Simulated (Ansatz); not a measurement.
# Cost against result

Saddle point of HfH3OF3, closed shell (HfHOF₃ ([OH][Hf]([F])([F])[F]) + H₂ → HfHF₃ ([F][HfH]([F])[F]) + H₂O (still joined by a long Hf–O bond); bonds formed: Hf1–H7, O2–H6; bonds broken: H6–H7; bonds weakened to dative contacts: Hf1–O2), PBE0-D4/def2-TZVP structure:

Hf1  (-0.413, 0.611, -0.113)
O2  (0.926, -1.032, -0.432)
F3  (-1.422, 0.659, -1.716)
F4  (-1.489, 1.450, 1.216)
F5  (1.049, 1.830, -0.136)
H6  (0.177, -1.335, 0.454)
H7  (-0.698, -1.084, 1.002)
H8  (1.871, -1.098, -0.275)
(Å)

Barriers are electronic and count from the start structure reached by relaxing down the imaginary mode.

Program: Ansatz 0.2.0. Basis: as named in each row. Cores are frozen in the correlated methods. Core potentials replace the inner electrons of the atoms past krypton. B3LYP uses VWN-RPA correlation. Extrapolation: Hartree–Fock as exp(−7.88 √X), correlation as X^−2.97.

Times are rough, for one single point on 8 threads of a shared host (Intel Xeon 6975P-C).

The estimate by CCSD(T) at an estimated basis limit (MP2 extrapolated from triple and quadruple zeta, plus CCSD(T) − MP2 in triple zeta) is 141.0 kJ/mol.

```csv
method,basis,time (s),barrier (kJ/mol),method less estimate
SPW92,def2-SVP,under 1,76.5,-64.5
PBE-D4,def2-SVP,under 1,108.1,-32.9
PBE0-D4,def2-SVP,under 1,117.9,-23.2
SPW92,def2-TZVPP,under 1,85.4,-55.7
PBE-D4,def2-TZVPP,under 1,117.2,-23.8
BLYP-D4,def2-TZVPP,under 1,133.8,-7.2
BHLYP-D4,def2-TZVPP,under 1,146.3,5.2
B3LYP-D4,def2-TZVPP,under 1,137.6,-3.5
PBE0-D4,def2-TZVPP,under 1,124.8,-16.3
CAM-B3LYP-D4,def2-TZVPP,under 1,135.9,-5.2
r2SCAN-D4,def2-TZVPP,1,124.6,-16.4
wB97M-V,def2-SVP,1,123.6,-17.5
r2SCAN0-D4,def2-TZVPP,1,130.0,-11.0
B2PLYP,def2-TZVPP,2,139.1,-1.9
PBE-QIDH,def2-TZVPP,2,131.9,-9.1
B97M-V,def2-TZVPP,2,125.1,-15.9
RPA on PBE,def2-TZVPP,2,132.8,-8.2
wB97X-V,def2-TZVPP,2,137.4,-3.6
wB97M-V,def2-TZVPP,2,136.2,-4.8
CCSD(T),def2-SVP,3,138.5,-2.5
MP2,def2-QZVPP,4,141.5,0.5
CCSD(T),def2-TZVPP,25,135.9,-5.2
```

All methods are single points on the PBE0-D4 structures.

The T1 diagnostic stays at or below 0.017.

Labels in which every atom is bracketed show which atoms are joined, not bond orders.
